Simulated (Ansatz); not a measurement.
A geometry relaxed with r2SCAN-D4/def2-TZVP (Ansatz, a program for electronic structure), charge 0, multiplicity 1:

```xyz
4

Cl     1.4062    -0.7011     0.6632
B     -0.0067     0.1331     0.0881
H     -0.0666     1.3144     0.1748
Cl    -1.3328    -0.7463    -0.6128
```

**Question.** Write the SMILES of this molecule.

**Answer.** `ClBCl`
